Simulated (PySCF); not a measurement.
This PySCF input asks for the NMR shieldings of SMILES F/C=C\C=C(\F)C(F)(F)F, C5H3F5; the geometry comes from GFN2-xTB.

```python
import basis_set_exchange as bse
import numpy as np
from pyscf import gto, dft
from pyscf.prop import nmr

atoms = """
F     2.986260    1.004161   -0.758700
C     2.485600   -0.177536   -0.397445
C     1.192759   -0.357542   -0.127438
C     0.237637    0.717029   -0.207391
C    -1.073289    0.669859    0.032994
F    -1.808229    1.792163   -0.096540
C    -1.962403   -0.477145    0.452741
F    -2.930358   -0.704369   -0.445903
F    -1.305762   -1.633596    0.604967
F    -2.570016   -0.227074    1.620946
H     3.243078   -0.945594   -0.354028
H     0.871892   -1.344583    0.156628
H     0.628442    1.684712   -0.498557
"""
names = dict.fromkeys(["F", "C", "H"], "pcSseg-1")
basis = {el: gto.basis.parse(bse.get_basis(n, elements=[el], fmt="nwchem")) for el, n in names.items()}
mol = gto.M(atom=atoms, basis=basis, charge=0, verbose=0)
mf = dft.RKS(mol, xc="PBE0")
mf.grids.level = 2
mf.grids.alignment = dft.numint.BLKSIZE   # the property module wants whole blocks of grid points
mf.conv_tol = 1e-9
mf.kernel()

calc = nmr.RKS(mf)   # GIAO
C = mf.mo_coeff
Co = C[:, mf.mo_occ > 0]
resp = mf.gen_response(singlet=True, hermi=2)
def vind(x):   # induced exchange potential for any number of trial vectors
    d = np.einsum("pi,xij,qj->xpq", C, 2 * x.reshape(-1, C.shape[1], Co.shape[1]), Co, optimize=True)
    return np.einsum("xpq,pi,qj->xij", resp(d - d.transpose(0, 2, 1)), C, Co, optimize=True).ravel()
mo1, _ = nmr.rhf.solve_mo1(calc, with_cphf=vind)
sigma = calc.kernel(mo1)
for i, s in enumerate(sigma):   # ppm
    w = np.linalg.eigvalsh((s + s.T) / 2)
    print("%2d %-2s iso %8.1f  s11 %8.1f  s22 %8.1f  s33 %8.1f" % (i, mol.atom_pure_symbol(i), w.mean(), *w))
```

Question: Give the expected output.

Answer: 
```
 0 F  iso    284.4  s11    169.4  s22    246.6  s33    437.3
 1 C  iso     23.9  s11    -65.4  s22     55.8  s33     81.3
 2 C  iso     78.2  s11    -24.6  s22     96.6  s33    162.6
 3 C  iso     72.0  s11    -22.8  s22     72.5  s33    166.4
 4 C  iso     31.1  s11    -48.6  s22     64.3  s33     77.5
 5 F  iso    302.4  s11    234.2  s22    314.0  s33    359.0
 6 C  iso     57.2  s11     48.0  s22     60.7  s33     63.0
 7 F  iso    248.4  s11    169.0  s22    239.4  s33    336.8
 8 F  iso    262.8  s11    191.3  s22    250.8  s33    346.2
 9 F  iso    248.4  s11    168.9  s22    239.4  s33    336.9
10 H  iso     24.8  s11     21.7  s22     25.4  s33     27.2
11 H  iso     25.5  s11     21.9  s22     24.0  s33     30.5
12 H  iso     24.6  s11     21.3  s22     23.0  s33     29.6
```

These numbers come from an equivalent density-fitted implementation of the same equations, which agrees with the script to about 0.01 ppm for H and up to a few tenths of a ppm for heavy atoms, so last digits may differ.

Question: Turn these shieldings into chemical shifts. Shifts are taken against calculated references (same method and geometry level): CFCl3 for 19F (170.95 ppm); 13C (186.93 ppm), 1H (31.72 ppm) against TMS.

Answer: Averaging equivalent atoms: F 7/8/9: -82.2; F 0: -113.5; F 5: -131.5; C 1: 163.0; C 4: 155.8; C 6: 129.7; C 3: 114.9; C 2: 108.7; H 12: 7.08; H 10: 6.95; H 11: 6.24 ppm. Unscaled 19F shifts against computed CFCl3 carry errors that often reach 10 to 50 ppm.

Size and cost of the density-fitted run: 185 basis functions, 27 s wall time on 1 thread of an Arm Neoverse V2, shared host; peak memory 0.81 GiB.
